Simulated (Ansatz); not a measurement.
Basis-set series for C2H6BBrO (`COB(C)Br`). Charge 0, multiplicity 1. All single points use the PBE0-D4/def2-TZVP geometry. It is one conformer, not always the lowest.

| functional | basis | functions | energy (Eh) | HOMO (eV) | LUMO (eV) |
| --- | --- | --- | --- | --- | --- |
| PBE0-D4 | def2-SVP | 118 | -2753.19862 | -7.95 | 0.26 |
| PBE0-D4 | def2-TZVPP | 256 | -2753.71090 | -8.09 | 0.08 |
| ωB97M-V | def2-SVP | 118 | -2753.47257 | -10.16 | 2.36 |
| ωB97M-V | def2-TZVPP | 256 | -2753.99211 | -10.33 | 2.08 |

(1) Give the rows for def2-QZVPP. (Estimate.)

Results:

(1) Computed: 
```json
{"functional": "PBE0-D4", "basis": "def2-QZVPP", "functions": "497", "energy (Eh)": "-2753.77370", "HOMO (eV)": "-8.10", "LUMO (eV)": "0.03"}
{"functional": "ωB97M-V", "basis": "def2-QZVPP", "functions": "497", "energy (Eh)": "-2754.05257", "HOMO (eV)": "-10.34", "LUMO (eV)": "1.65"}
```

Positive LUMOs are unbound and depend on the basis. Scalar relativity is left out up to krypton.
